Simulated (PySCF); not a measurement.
How methods differ on the ionisation energy of Cd

Cd [Kr] 4d10 5s2 (1S) → Cd+ [Kr] 4d10 5s1 (2S), as a difference of total energies. All numbers are calculated (PySCF 2.14, scalar relativity through the core potential, in def2-TZVPPD with the def2 core potential (28 electrons)). Correlated levels: valence: 4s2 4p6 frozen. The calculations carry no spin-orbit coupling.

| method | ionisation energy (eV) |
| --- | --- |
| UHF | 7.338 |
| MP2 (valence) | 8.714 |
| SCS-MP2 (valence) | 8.687 |
| CCSD (valence) | 8.618 |
| CCSD(T) (valence) | 8.720 |

Question: How much does correlation contribute at CCSD(T) (valence)?

Answer: 8.720 − (7.338) = 1.382 eV, measured against UHF.

Errors of the correlated levels include the incompleteness of this basis and the frozen core.

For comparison: 8.994 eV (measured; NIST Atomic Spectra Database, ionization energies).
